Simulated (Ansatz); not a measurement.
`CCCCCCCCP(=O)(O)O` with charge +1. The state is a doublet with charge 1. Geometry PBE-D4/def2-SVP, that of the neutral singlet; atoms count from 1.

```tsv
atom	x (Å)	y (Å)	z (Å)
C1	-0.1162	-0.0933	4.1576
C2	-1.3329	0.6077	3.5478
C3	-1.8594	-0.0345	2.2564
C4	-0.8893	0.0079	1.0707
C5	-1.4847	-0.5728	-0.2170
C6	-0.5172	-0.6340	-1.4057
C7	-0.0437	0.7409	-1.8920
C8	0.7893	0.7237	-3.1822
P9	2.4269	-0.0554	-3.1117
O10	3.3913	0.2017	-4.2349
O11	2.9687	0.4444	-1.6365
O12	2.0791	-1.6563	-2.9166
H13	0.7634	-0.0643	3.4823
H14	-0.3333	-1.1616	4.3707
H15	0.1885	0.3810	5.1126
H16	-1.0851	1.6746	3.3474
H17	-2.1546	0.6277	4.2963
H18	-2.8050	0.4724	1.9611
H19	-2.1405	-1.0935	2.4606
H20	-0.5732	1.0620	0.9033
H21	0.0425	-0.5481	1.3171
H22	-1.8553	-1.6002	-0.0062
H23	-2.3868	0.0165	-0.5016
H24	0.3610	-1.2593	-1.1371
H25	-1.0101	-1.1638	-2.2503
H26	0.5480	1.2452	-1.1002
H27	-0.9318	1.3860	-2.0741
H28	1.0044	1.7571	-3.5265
H29	0.2503	0.2191	-4.0128
H30	3.9414	0.5333	-1.6826
H31	2.7641	-2.1641	-3.3960
```

Estimate the Mulliken populations of the heavy atoms from the PBE0/def2-SVP orbitals of Ansatz.


| atom | charge (e) | spin (α − β) |
| --- | --- | --- |
| C1 | -0.12 | 0.02 |
| C2 | -0.10 | 0.05 |
| C3 | -0.08 | 0.07 |
| C4 | -0.12 | 0.07 |
| C5 | -0.07 | 0.05 |
| C6 | -0.07 | 0.05 |
| C7 | -0.11 | 0.02 |
| C8 | -0.26 | 0.08 |
| P9 | 0.96 | -0.03 |
| O10 | -0.31 | 0.42 |
| O11 | -0.36 | 0.03 |
| O12 | -0.36 | 0.01 |
Mulliken values and Mayer orders depend strongly on the basis.

Where does the spin sit?

Summed by element: C 0.41, P -0.03, O 0.46, H 0.17, of 1 unpaired in all. Largest on single atoms: O10 0.42, C8 0.08, C4 0.07.

And the Mayer bond orders between bonded heavy atoms (over 0.3)?

C1–C2 1.09 (1.53 Å); C2–C3 1.05 (1.54 Å); C3–C4 0.99 (1.53 Å); C4–C5 1.05 (1.53 Å); C5–C6 1.03 (1.53 Å); C6–C7 1.06 (1.53 Å); C7–C8 1.02 (1.54 Å); C8–P9 0.95 (1.81 Å); P9–O10 1.64 (1.50 Å); P9–O11 1.11 (1.65 Å); P9–O12 1.11 (1.65 Å).
